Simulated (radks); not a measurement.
Values are calculated unless marked as measured or tabulated.
Spherical jellium clusters: N electrons in a uniform positive sphere of charge N and radius rs N^(1/3), rs = 2.43 bohr. Level of theory: non-relativistic Kohn-Sham, PBEsol, spin-polarised, spherical densities (a radial shooting solver with Libxc functionals). Levels are named by radial order and angular momentum (1s, 1p, 1d, 2s, ...), and open shells are averaged over m.

N = 25, configuration 1s2 1p6 1d10 2s2 1f(up 5, down 0). This is the lowest configuration that the search found. Occupied and some empty levels:

level    occupation  eigenvalue (eV)  <r> (bohr)
1s up             1          -9.9547       4.290
1s down           1          -9.7407       4.101
1p up             3          -8.0415       5.201
1p down           3          -7.6493       5.066
1d up             5          -5.7405       5.886
1d down           5          -5.2260       5.804
2s up             1          -4.9175       5.135
2s down           1          -4.5736       5.181
1f up             5          -3.1659       6.555
1f down           0          -2.5824       6.538
2p up             0          -2.3004       6.660
2p down           0          -1.9489       6.735
1g up             0         -0.48714       7.528

Energy (eV): total -25.0747, kinetic 107.80, external -2787.0, Hartree 1355.8, exchange-correlation -137.76, background 1436.1.
